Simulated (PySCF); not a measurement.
Species: C₇H₆F₄.
SMILES with atom numbers: `[CH2:1]=[CH:2]/[CH:3]=[CH:4]/[C:5](=[CH:6]\[F:7])[C:8]([F:9])([F:10])[F:11]` (hydrogens: H12, H13 on C1; H14 on C2; H15 on C3; H16 on C4; H17 on C6)

Computed, not measured: PySCF 2.14.0, PBE0-D3(BJ)/def2-SVP geometry optimisation, gas phase.

Give the optimised bond lengths and angles.

```json
{"bond": "C1=C2", "length (Å)": "1.342", "order": "double"}
{"bond": "C2–C3", "length (Å)": "1.447", "order": "single"}
{"bond": "C3=C4", "length (Å)": "1.350", "order": "double"}
{"bond": "C4–C5", "length (Å)": "1.451", "order": "single"}
{"bond": "C5=C6", "length (Å)": "1.344", "order": "double"}
{"bond": "C6–F7", "length (Å)": "1.322", "order": "single"}
{"bond": "C5–C8", "length (Å)": "1.503", "order": "single"}
{"bond": "C8–F9, C8–F10, C8–F11", "length (Å)": "1.337", "order": "single"}
{"bond": "C1–H12", "length (Å)": "1.092", "order": "single"}
{"bond": "C1–H13", "length (Å)": "1.094", "order": "single"}
{"bond": "C2–H14", "length (Å)": "1.096", "order": "single"}
{"bond": "C3–H15", "length (Å)": "1.094", "order": "single"}
{"bond": "C4–H16", "length (Å)": "1.094", "order": "single"}
{"bond": "C6–H17", "length (Å)": "1.091", "order": "single"}
```

Bonds in one row agree within 0.01 Å and their mean is given. Orders are formal, as drawn. A selection of angles:
```json
{"angle": "C2–C1–H12", "degrees": "121.5"}
{"angle": "C2–C1–H13", "degrees": "121.2"}
{"angle": "H12–C1–H13", "degrees": "117.3"}
{"angle": "C1–C2–C3", "degrees": "123.8"}
{"angle": "C1–C2–H14", "degrees": "119.5"}
{"angle": "C3–C2–H14", "degrees": "116.7"}
{"angle": "C2–C3–C4", "degrees": "123.0"}
{"angle": "C2–C3–H15", "degrees": "116.6"}
{"angle": "C4–C3–H15", "degrees": "120.4"}
{"angle": "C3–C4–C5", "degrees": "126.6"}
{"angle": "C3–C4–H16", "degrees": "118.7"}
{"angle": "C5–C4–H16", "degrees": "114.7"}
{"angle": "C4–C5–C6", "degrees": "122.3"}
{"angle": "C4–C5–C8", "degrees": "120.2"}
{"angle": "C6–C5–C8", "degrees": "117.5"}
{"angle": "C5–C6–F7", "degrees": "121.4"}
{"angle": "C5–C6–H17", "degrees": "125.0"}
{"angle": "F7–C6–H17", "degrees": "113.6"}
{"angle": "C5–C8–F9", "degrees": "111.5"}
{"angle": "F9–C8–F10", "degrees": "106.9"}
```

Torsions: C1–C2–C3–C4 179° (antiperiplanar); C2–C3–C4–C5 180° (antiperiplanar); C3–C4–C5–C6 179° (antiperiplanar); C4–C5–C6–F7 0° (synperiplanar); C4–C5–C8–F9 -60° (synclinal).

The C–C distances run from 1.342 Å (C1=C2, drawn double) to 1.503 Å (C5–C8, drawn single), a spread of 0.161 Å. Of the pairs four or more bonds apart, F11···H17 is among the closest relative to their van der Waals radii: 2.32 Å, 87 % of the sum of Bondi's values.

Stationary, but not proved a minimum. The numbers are those of one conformer.

Cost: about 7 min of CPU time on one thread; the machine was shared, so the figure is rough. These figures are those of the optimisation.
